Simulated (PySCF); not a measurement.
Computed IR spectrum (relative IR intensity) of a molecule C5H9N. Coordinates come from a PBE-D3(BJ)/def2-SVP optimisation. Other conformers were not sampled. These are PySCF with PBE-D3(BJ)/def2-SVP values and carry that method's errors. Harmonic, unscaled wavenumbers; measured fundamentals usually lie a few per cent lower.

| ν (cm⁻¹) | relative intensity |
|---|---|
| 101 | 2.2 |
| 134 | 2.1 |
| 421 | 2.5 |
| 484 | 3.2 |
| 589 | 6.5 |
| 697 | 2.1 |
| 801 | 8.0 |
| 815 | 32 |
| 895 | 2.8 |
| 936 | 5.4 |
| 958 | 25 |
| 1022 | 8.6 |
| 1170 | 12 |
| 1222 | 16 |
| 1266 | 2.1 |
| 1324 | 13 |
| 1336 | 34 |
| 1383 | 3.4 |
| 1401 | 11 |
| 1411 | 12 |
| 1622 | 34 |
| 1711 | 100 |
| 2963 | 4.7 |
| 2969 | 14 |
| 3036 | 2.9 |
| 3041 | 8.6 |
| 3055 | 11 |
| 3102 | 3.7 |
| 3188 | 5.1 |

### Question
Which molecule gave these data?
A) CC#CCCN
B) C=C=CCNC
C) C=CN=C(C)C
D) C#CC(C)(C)N

### Answer
C, C=CN=C(C)C
